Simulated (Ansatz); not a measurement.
Series FeX2: gap (eV) at several levels, gas phase, relaxed structures; Ansatz. Core potentials for I in the def2 sets, no spin–orbit coupling. HOMO and LUMO are taken over both spins. Singlets are spin-restricted. Names give formal oxidation states. A dash marks a value that wasn't run or was left out as unsound. The structures are stationary points that may keep the symmetry of their start. Remarks come from the PBE and PBE0 runs and from stability tests at other levels; not every state was tested. HOMO above LUMO (over both spins in singlets and doublets, within one spin in higher multiplets; at PBE or PBE0), or a gap under 0.15 eV within one spin, warns that the state may not be the lowest or that an electron is smeared out.

```json
{"species": "FeBr2", "state": "quintet", "geometry": "PBE-D4/def2-TZVP", "PBE-D4/def2-SVP": "0.14", "revPBE-D4/def2-TZVP": "0.55", "r2SCAN-D4/def2-TZVP": "1.23", "CAM-B3LYP-D4/def2-TZVP": "6.83", "LC-ωPBE/def2-TZVP": "9.45", "remarks": "gap within one spin near zero"}
{"species": "FeI2", "state": "quintet", "geometry": "PBE0-D4/def2-TZVP", "PBE-D4/def2-SVP": "0.23", "revPBE-D4/def2-TZVP": "0.48", "r2SCAN-D4/def2-TZVP": "1.17", "CAM-B3LYP-D4/def2-TZVP": "6.12", "LC-ωPBE/def2-TZVP": "–", "remarks": "–"}
{"species": "Fe(NH2)2 (FeN2H4)", "state": "quintet", "geometry": "PBE0-D4/def2-TZVP", "PBE-D4/def2-SVP": "0.26", "revPBE-D4/def2-TZVP": "0.50", "r2SCAN-D4/def2-TZVP": "1.18", "CAM-B3LYP-D4/def2-TZVP": "6.57", "LC-ωPBE/def2-TZVP": "9.35", "remarks": "–"}
{"species": "FeMe2 (C2H6Fe)", "state": "quintet", "geometry": "PBE0-D4/def2-TZVP", "PBE-D4/def2-SVP": "0.28", "revPBE-D4/def2-TZVP": "–", "r2SCAN-D4/def2-TZVP": "1.25", "CAM-B3LYP-D4/def2-TZVP": "–", "LC-ωPBE/def2-TZVP": "9.04", "remarks": "–"}
```

**Question.** Estimate the column for PBE-D4/def2-TZVPD.

**Answer.** FeBr2 0.43; FeI2 0.37; Fe(NH2)2 (FeN2H4) 0.40; FeMe2 (C2H6Fe) 0.56.
